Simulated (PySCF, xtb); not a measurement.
Al(OH)2 (AlH2O2), SMILES [OH][Al][OH], multiplicity 2. Other conformers were not sampled.

Harmonic wavenumbers (cm⁻¹) from GFN2-xTB in xtb at its own minimum, in rising order: 101, 442, 447, 459, 464, 700, 951, 3690, 3692.

**Question.** What does PBE0-D3(BJ)/def2-TZVP (PySCF) give at its own minimum? (Estimate from the structure and the level; the computed values follow.)

**Answer.** 199, 225, 298, 507, 587, 788, 896, 3933, 3935. Paired by order, the mean absolute difference is 140 cm⁻¹ and the zero-point energies are 15.6 and 16.3 kcal/mol.
